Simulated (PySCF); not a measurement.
# Does the structure fit the spectrum?

A compound C₇H₄F₄ gives the data below (simulated from a calculation) and was assigned the structure `Fc1ccc(C(F)(F)F)cc1`.

13C{1H} NMR (computed): δ 170.9 (C), 139.5 (CH), 133.5 (CH), 132.3 (C), 128.7 (CH), 125.8 (C), 123.0 (CH).

1H NMR (400 MHz, computed): δ 8.02 (m, 1H), 7.86 (m, 1H), 7.53 (m, 1H), 7.52 (m, 1H).

Computational details: PBE0/pcSseg-1 with gauge-including orbitals, coordinates at the GFN2-xTB level, in PySCF 2.14.0 with density-fitted response routines (no solvent, equivalent nuclei averaged, single conformer, non-relativistic Hamiltonian).

Chemical shifts δ = σref − σ; 1H, 13C against TMS, all at this level.

(1) Compare with the shifts computed for the proposed structure, pairing carbons in order of shift.

(2) Which isomer fits?

## Answers

(1) Structure with atom numbers: `[F:1][c:2]1[cH:3][cH:4][c:5]([C:6]([F:7])([F:8])[F:9])[cH:10][cH:11]1` (H(Xn): hydrogen on atom n).

| atom | computed for proposal | given list | difference |
| --- | --- | --- | --- |
| C2 | 174.7 | 170.9 | +3.8 |
| C4 | 134.7 | 139.5 | -4.8 |
| C10 | 134.7 | 133.5 | +1.2 |
| C6 | 133.3 | 132.3 | +1.0 |
| C5 | 133.2 | 128.7 | +4.5 |
| C3 | 121.8 | 125.8 | -4.0 |
| C11 | 121.8 | 123.0 | -1.2 |

The rms difference is 3.3 ppm and the largest -4.8 ppm at C4 (aromatic CH). The proposal also would give 5 carbon signals, not 7. The carbon types in order of shift don't match either: C, CH, CH, C, C, CH, CH for the proposal against C, CH, CH, C, CH, C, CH in the data. The proposal doesn't fit.

(2) SMILES Fc1ccccc1C(F)(F)F.

- Carbon types of the structure: 3 × C, 4 × CH, which accounts for all hydrogens.
- δC 170.9: aromatic carbon bearing fluorine; an ipso carbon deshielded by its heteroatom.
- δC 139.5, 133.5, 128.7, 123.0: aromatic CH.
- δC 132.3: CF3 carbon; 3 electronegative neighbours deshield it.
- δC 125.8: substituted aromatic carbon.

The shifts were computed for this structure.

Splittings by 19F in the carbon and heteronuclear signals aren't shown, as no couplings were computed. Shifts are as computed. Against solution values, carbons near 30 ppm lie about +3 ppm off and those near 130 ppm about +5 ppm. Of 1211 compounds with measured shifts, 218 miss one by over three times the rms of a fit or turn the order of signals round; such compounds aren't used in these exercises. Multiplicities follow the n + 1 count of equivalent neighbours, as no J values were calculated; m marks all less simple cases, F and P coupling included.
